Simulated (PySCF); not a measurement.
r2SCAN on He (helium, neutral), 1s1 2p1, high-spin 3P determinant (an excited configuration). Computed with PySCF 2.14 in aug-cc-pV5Z, with the non-relativistic Hamiltonian (point nucleus).

```
cycle= 1 E= -2.08845393557803  delta_E= -0.000661  |g|= 0.00304  |ddm|= 0.0731
cycle= 2 E= -2.08845671460113  delta_E= -2.78e-06  |g|= 0.000269  |ddm|= 0.00467
cycle= 3 E= -2.08845674523146  delta_E= -3.06e-08  |g|= 2.05e-05  |ddm|= 0.000327
cycle= 4 E= -2.08845674552353  delta_E= -2.92e-10  |g|= 1.82e-06  |ddm|= 4.69e-05
converged SCF energy = -2.08845674552353  <S^2> = 2  2S+1 = 3
```

Highest occupied orbital energy: 0.641 eV; ⟨L²⟩ = 2.00; populations by l: s 1.00, p 1.00, d 0.00, f 0.00.

Task: Can this result be used?

Result: Not for this state. The run converged. The outer electron is Rydberg-like, and this basis confines it to a smaller radius and binds it less than a complete one would. At r2SCAN the highest occupied level has a positive energy, so only the finite basis holds that electron; for this excited configuration the basis is too tight for the outer shell.
